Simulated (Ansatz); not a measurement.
water (H₂O), singlet, at a GFN2-xTB geometry. Base run: MP2/def2-SVP in Ansatz (an electronic-structure program).

Here is a job for Ansatz.
Ansatz 0.2 input:
```yaml
crystal:
  periodic: [false, false, false]
  atoms:
    - {symbol: O, position_ang: [0.00956971, 0.00206403, 0.11338892]}
    - {symbol: H, position_ang: [-0.05579359, 0.76362201, -0.46612807]}
    - {symbol: H, position_ang: [-0.02076411, -0.78013425, -0.44098332]}
basis:
  gaussian:
    orbitals: def2-SVP
magnetization: {spin_polarized: false}
correlation: {method: mp2}
```

The base run was repeated with changes; each row names its change, and settings that it needs were set with it.

```
change               basis functions     E (Eh)  MP2 correlation (Eh)
-------------------  ---------------  ---------  --------------------
base                              24  -76.16170              -0.20098
basis = 6-31G*                    19  -76.19645              -0.18613
basis = 6-31G**                   25  -76.21950              -0.19653
basis = 6-311G**                  30  -76.26340              -0.21724
basis = def2-SVPD                 39  -76.18934              -0.21519
basis = def2-TZVP                 43  -76.31289              -0.25398
basis = pcseg-2                   58  -76.31632              -0.25727
basis = pc-2                      58  -76.31717              -0.25618
basis = cc-pVTZ                   58  -76.31832              -0.26137
basis = aug-cc-pVTZ               92  -76.32877              -0.26832
basis = cc-pVQZ                  115  -76.34738              -0.28274
basis = def2-QZVPP               117  -76.34912              -0.28252
basis = def2-QZVP                117  -76.34912              -0.28252
```

Totals compare only among sets that treat the same electrons; sets with core potentials leave the core out.
